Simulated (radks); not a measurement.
Pb LXX, 13 electrons, occupied as [Ne] 3s2 3p1 (the NIST ground configuration). Method: non-relativistic Kohn-Sham, LDA (Slater exchange, Perdew-Wang correlation), spin-unpolarised, spherical densities, point nucleus; relativity is left out, which matters for an element this heavy; computed with a radial shooting solver on a logarithmic mesh with Libxc functionals.

Unscreened Slater integrals over Kohn-Sham orbitals (hartree).

\begin{tabular}{lr}
integral & value \\ \hline
F0(3p,3p) & 5.3543 \\
F2(3p,3p) & 2.6909 \\
F0(3p,3s) & 5.1707 \\
G1(3p,3s) & 3.2550 \\
F0(3p,2p) & 7.0340 \\
F2(3p,2p) & 1.8722 \\
G0(3p,2p) & 0.72862 \\
G2(3p,2p) & 0.81919 \\
F0(3p,2s) & 6.7683 \\
G1(3p,2s) & 0.60278 \\
F0(3s,3s) & 5.0246 \\
F0(3s,2p) & 6.5744 \\
G1(3s,2p) & 0.69998 \\
F0(3s,2s) & 6.3933 \\
G0(3s,2s) & 0.55355 \\
F0(2p,2p) & 14.081 \\
F2(2p,2p) & 6.7701 \\
F0(2p,2s) & 12.661 \\
G1(2p,2s) & 7.0014 \\
F0(2s,2s) & 11.792 \\
\end{tabular}

Derived for the open shells (J is the average intra-shell exchange parameter used in DFT+U). 3p: J = F2/5 = 0.5382 hartree.
